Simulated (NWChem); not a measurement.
System: CH3CdI; SMILES [I][Cd][CH3]

Input file for NWChem:

```
start job
memory heap 200 mb stack 900 mb global 1100 mb
geometry units angstroms noautoz
  Cd    -0.328092    -0.978357    -0.000160
  I      0.340869     1.547431     0.000449
  C     -0.867322    -3.017805    -0.000649
  H     -1.269432    -3.297799    -0.984641
  H     -1.632982    -3.202026     0.766277
  H      0.014585    -3.637026     0.216262
end
basis spherical
  Cd library sto-3g
  I library sto-3g
  C library sto-3g
  H library sto-3g
end
dft
  xc b3lyp
  iterations 150
  mulliken
end
task dft energy
```

Structure relaxed at the PBE0/def2-SVP (def2 core potentials past Kr) level.

Q: Predict the main results of this run. (B3LYP/STO-3G, non-relativistic.) Quantities: basis functions; energy (Ha); highest occupied level (eV); orbital gap (eV); dipole (D).

A: 
```yaml
number_of_basis_functions: 62
energy (Ha): -12305.91
highest occupied level (eV): -4.08
orbital gap (eV): 7.78
dipole (D): 2.43
```
